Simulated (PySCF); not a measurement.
# Core-level binding energies of `OCc1ccn[n-]1`

Compound: C₄H₅N₂O (charge -1).
Cartesian coordinates in Å at the GFN2-xTB level; atoms count from 1:
```xyz
12
C4H5N2O angstrom
O     -2.4402   -0.2740   -0.1878
C     -1.4171    0.7030   -0.2087
C     -0.0855    0.0424   -0.0435
C      1.2068    0.5589    0.0010
C      1.9858   -0.5838    0.1741
N      1.2226   -1.6755    0.2268
N     -0.0528   -1.2908    0.0929
H     -1.9302   -1.1024   -0.0673
H     -1.4714    1.2565   -1.1648
H     -1.6033    1.4334    0.6009
H      1.5238    1.5882   -0.0789
H      3.0627   -0.6564    0.2616
```

Method: PySCF 2.14.0, delta-SCF UKS SCAN, pcX-2 on the ionised atom, pcseg-1 elsewhere, spin-free X2C. Binding energies are ΔSCF values: E(core-ionised, relaxed orbitals) − E(ground state) at a fixed geometry, referred to the vacuum level.

List the computed XPS lines with their assignment.

| atom(s) | bonded to | level | binding energy (eV) | above the level's lowest (eV) | count |
| --- | --- | --- | --- | --- | --- |
| C4 | 2 C (aromatic in the SMILES) and H | C 1s | 284.63 | 0.00 | 1 |
| C5 | N (aromatic in the SMILES), C (aromatic in the SMILES) and H | C 1s | 285.14 | +0.51 | 1 |
| C3 | N (aromatic in the SMILES), C (aromatic in the SMILES) and C | C 1s | 285.23 | +0.60 | 1 |
| C2 | O, C and 2 H | C 1s | 287.67 | +3.04 | 1 |
| N6 | N (aromatic in the SMILES) and C (aromatic in the SMILES) | N 1s | 398.85 | 0.00 | 1 |
| N7 | N (aromatic in the SMILES) and C (aromatic in the SMILES) | N 1s | 398.93 | +0.08 | 1 |
| O1 | C and H | O 1s | 533.62 | 0.00 | 1 |

The listed C 1s values span 3.04 eV, from C4 (bonded to 2 C (aromatic in the SMILES) and H) to C2 (bonded to O, C and 2 H). Summing the Pauling electronegativity differences to the bonded atoms, each weighted by its formal bond order, gives -0.35 for the lowest site and +0.19 for the highest; the largest sum, +0.74, belongs to C3, 2.44 eV below the top.

The 2 N 1s values lie within 0.08 eV of each other; Gaussian lines of 0.5 eV full width would blend them into one maximum.

Which photon energy gives electrons from C 1s of C5 a kinetic energy of 200 eV, and what is their de Broglie wavelength?

hν = 285.14 + 200 = 485.14 eV, recoil neglected; λ = 12.264 Å/√(E/eV) = 0.87 Å.

The species carries charge -1, so core ionisation leaves a neutral species. The basis sets have no added diffuse functions. Geometry: GFN2-xTB, one conformer, isolated ion.
